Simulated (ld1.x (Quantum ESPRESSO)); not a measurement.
# cobalt (Co), PAW: configuration errors across variants

```
Element                 : cobalt (Co)
Generator               : ld1.x (Quantum ESPRESSO) 7.5
Type                    : PAW
Functional              : PBEsol
Relativity              : scalar-relativistic
Frozen core             : [Ar]
Valence charge          : 9
Reference configuration : 3d7 4s1.5 4p0 (charge +0.5)
Partial waves           : 4s (bound): rcut 1.90, rcutus 2.20 bohr; 4s channel at 2.25 Ry: rcut 1.90, rcutus 2.20 bohr; 4p (bound, empty): rcut 1.60, rcutus 2.10 bohr; 4p channel at 1.15 Ry: rcut 1.60, rcutus 2.10 bohr; 3d (bound): rcut 1.30, rcutus 1.45 bohr; 3d channel at 1.25 Ry: rcut 1.30, rcutus 1.45 bohr
Local potential         : all-electron potential smoothed inside 1.45 bohr (lloc = -1)
Core correction         : Bessel-smoothed model core inside 1.00 bohr
Augmentation charge     : PSQ, inside the norm-conserving radii
```

All-electron excitation energies from the reference (eV): (1) 3d7 4s2 4p0 -3.613; (2) 3d7 4s1 4p0 5.433; (3) 3d7 4s0 4p0 22.130; (4) 3d6 4s2 4p1 6.079; (5) 3d7 4s1 4p1 0.770; (6) 3d8 4s0 4p0 2.810; (7) 3d6 4s0 4p0 57.967.

4 further variants failed, have other tests or another functional or relativity, and are left out.

A true bound ghost makes a file unfit for plane-wave use even where its test errors are small: the radial tests pick states by their node count and pass the ghost by.

Errors AE − PS in meV (a dash: test not solved or not reliable):

```csv
change,(1),(2),(3),(4),(5),(6),(7),bound ghosts
base,+0.1,-0.9,-8.6,-146,-0.1,-101,-255,none
local potential all-electron potential smoothed inside 2.00 bohr (lloc = -1),+0.1,-1.0,-8.8,-155,-0.2,-102,-255,none
"all radii but the core radius scaled by about 0.95 (s 2.08, p 1.98, d 1.38 bohr, rcut 1.80/1.52/1.24); local potential all-electron potential smoothed inside 1.38 bohr (lloc = -1)",+0.1,-0.9,-8.3,-160,-0.1,-101,-255,p
```

Task: Give the same row for: waves 4p (bound): rcut 1.60, rcutus 2.90 bohr; 4p channel at 1.15 Ry: rcut 1.60, rcutus 2.90 bohr.

Result: +0.1, -0.9, -8.6, -141, -0.1, -101, -255; bound ghosts: none.
